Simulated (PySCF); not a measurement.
Spectrum to structure. Method used: PySCF 2.14.0, density-fitted response routines, TDDFT PBE0/def2-SVPD, vertical, gas phase, core orbitals frozen in the response. Geometries: GFN2-xTB, one conformer each.

```tsv
state	λ (nm)	f
S1	326.1	0.0014
S2	286.3	0.084
S3	245.2	0.047
S4	233.7	0.0001
S5	228.6	0.0005
S6	225.7	0.015
S7	215.1	0.229
S8	207.3	0.0005
```

Triplets computed (Tamm–Dancoff): 3.03, 3.28, 3.90 eV.

Problem. Which structure fits?
A. `Clc1nnc(C2CC2)o1`
B. `CC#Cc1ccc(C#N)s1`
C. `Clc1cccc2snnc12`

Solution. C. Its S1, at 3.80 eV, is the lowest among the candidates; the nearest of the others has S1 at 4.24 eV. S1 is HOMO-1→LUMO (97%). Löwdin shares by element: HOMO carbon 32% or more, sulfur 17%, chlorine 16% (atoms not listed hold the other 35%); LUMO nitrogen 40%, sulfur 12%, carbon 12% or more (atoms not listed hold the other 36%). At the same level the other candidates give, for their lowest levels:
- `Clc1nnc(C2CC2)o1`: 219 nm (f 0.000); 208 nm (f 0.380); 187 nm (f 0.002); 180 nm (f 0.014); 175 nm (f 0.005); T1 4.24 eV; HOMO -7.49, LUMO -0.73 eV
- `CC#Cc1ccc(C#N)s1`: 292 nm (f 0.473); 261 nm (f 0.000); 242 nm (f 0.044); 233 nm (f 0.000); 232 nm (f 0.000); T1 2.70 eV; HOMO -6.86, LUMO -2.14 eV
